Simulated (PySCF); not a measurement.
SMILES C=C/C=C\F (C₄H₅F) (CAM-B3LYP/def2-SVP optimised geometry):

```
10

C      1.814    -0.615     0.000
C      0.478    -0.615     0.000
C     -0.341     0.592     0.000
C     -1.673     0.593     0.000
F     -2.384    -0.536    -0.001
H      2.384     0.319     0.000
H      2.383    -1.546     0.000
H     -0.064    -1.565     0.000
H      0.156     1.565     0.000
H     -2.302     1.486     0.000
```

Level of theory: PySCF with CAM-B3LYP/def2-TZVP.

Problem. What are the frontier orbital energies and the dipole moment?

Solution. HOMO-2 -11.47 eV, HOMO-1 -10.74 eV, HOMO -8.01 eV, LUMO 0.25 eV, LUMO+1 2.59 eV; dipole moment 1.26 D.

Meta-Löwdin charges at CAM-B3LYP/def2-TZVP: C1 -0.25, C2 -0.10, C3 -0.16, C4 0.17, F5 -0.27, H6 0.11, H7 0.12, H8 0.12, H9 0.13, H10 0.12.
